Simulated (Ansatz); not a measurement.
`C[O][W](=[O])([F])([F])[F]`, 10 atoms. Total charge 0; spin multiplicity 1. Correlated methods include outer-core shells of W, which these sets cover unevenly. W takes the def2 core potential. All runs use 4 threads of an Arm Neoverse V1 on a shared host. Correlated methods freeze the cores.

(1) Give the basis size and wall time and peak host memory of each of these runs in Ansatz. RHF-CCSD(T)/def2-SVP energy; RKS ωB97M-V/def2-SVP energy; RKS ωB97M-V/def2-QZVPP energy; RHF-MP2/def2-TZVPP energy; RKS B97M-V/def2-TZVPP energy; RKS PBE0-D4/def2-QZVPP energy; RKS revPBE-D4/def2-TZVPP energy; RKS PBE0-D4/def2-TZVP frequencies; RKS PBE0-D4/def2-TZVP relaxation (14 steps); RKS ωB97X-V/def2-TZVPP energy; direct RPA on PBE orbitals/def2-TZVPP energy; RKS SPW92 (LDA)/def2-TZVPP energy. (Best estimate.)

Answers

(1) Ansatz gave: Other jobs shared the machine, so times are rough.

```json
{"level": "RKS SPW92 (LDA)/def2-TZVPP", "job": "energy", "functions": "284", "wall time": "1.9 s", "peak host memory (GiB)": "0.39"}
{"level": "RKS revPBE-D4/def2-TZVPP", "job": "energy", "functions": "284", "wall time": "3.2 s", "peak host memory (GiB)": "0.4"}
{"level": "RHF-MP2/def2-TZVPP", "job": "energy", "functions": "284", "wall time": "6 s", "peak host memory (GiB)": "0.84"}
{"level": "RKS ωB97M-V/def2-SVP", "job": "energy", "functions": "131", "wall time": "8 s", "peak host memory (GiB)": "0.49"}
{"level": "RKS ωB97X-V/def2-TZVPP", "job": "energy", "functions": "284", "wall time": "12 s", "peak host memory (GiB)": "1"}
{"level": "direct RPA on PBE orbitals/def2-TZVPP", "job": "energy", "functions": "284", "wall time": "12 s", "peak host memory (GiB)": "0.92"}
{"level": "RKS PBE0-D4/def2-QZVPP", "job": "energy", "functions": "513", "wall time": "13 s", "peak host memory (GiB)": "2.1"}
{"level": "RKS B97M-V/def2-TZVPP", "job": "energy", "functions": "284", "wall time": "16 s", "peak host memory (GiB)": "0.53"}
{"level": "RKS ωB97M-V/def2-QZVPP", "job": "energy", "functions": "513", "wall time": "25 s", "peak host memory (GiB)": "2.5"}
{"level": "RHF-CCSD(T)/def2-SVP", "job": "energy", "functions": "131", "wall time": "43 s", "peak host memory (GiB)": "1.2"}
{"level": "RKS PBE0-D4/def2-TZVP", "job": "relaxation (14 steps)", "functions": "244", "wall time": "76 s", "peak host memory (GiB)": "0.74"}
{"level": "RKS PBE0-D4/def2-TZVP", "job": "frequencies", "functions": "244", "wall time": "4 min", "peak host memory (GiB)": "0.74"}
```
